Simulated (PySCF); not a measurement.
C2H9NOSi. Atoms are numbered in the order given.

```xyz
14

Si     0.3283     0.1084    -0.4396
C      1.8934    -0.8936    -0.2799
N      0.5513     1.6996     0.1986
O     -0.8343    -0.7968     0.3634
C     -2.1605    -0.3720     0.5459
H     -0.1082     0.3154    -1.8530
H      1.7372    -1.9235    -0.6371
H      2.2076    -0.9509     0.7753
H      2.7123    -0.4389    -0.8586
H     -0.0156     2.4802    -0.1146
H      0.9012     1.8522     1.1394
H     -2.7263    -0.3569    -0.4064
H     -2.6723    -1.0670     1.2312
H     -2.2140     0.6431     0.9853
```

The structure is a stationary point at B3LYP-D3(BJ)/def2-SVP. Other conformers were not sampled.

These are PySCF with PBE/pcSseg-1 values and carry that method's errors.

GIAO shieldings, no solvent; atoms listed in one row are averaged. δ = σ(ref) − σ: ²⁹Si against TMS (σ = 335.4 ppm); ¹³C against TMS (σ = 182.0 ppm); ¹⁵N against NH3 (σ = 267.0 ppm); ¹⁷O against H2O (σ = 334.3 ppm); ¹H against TMS (σ = 31.49 ppm), references at their B3LYP-D3(BJ)/def2-TZVP geometries, non-relativistic.

| nucleus | atoms | count | δ (ppm) |
|---|---|---|---|
| ²⁹Si | Si1 | 1 | -14.2 |
| ¹³C | C5 | 1 | 55.2 |
| ¹³C | C2 | 1 | -0.3 |
| ¹⁵N | N3 | 1 | 32.8 |
| ¹⁷O | O4 | 1 | 59.3 |
| ¹H | H6 | 1 | 5.11 |
| ¹H | H12, H13, H14 | 3 | 3.99 |
| ¹H | H10 | 1 | 1.32 |
| ¹H | H11 | 1 | 0.59 |
| ¹H | H7, H8, H9 | 3 | 0.43 |
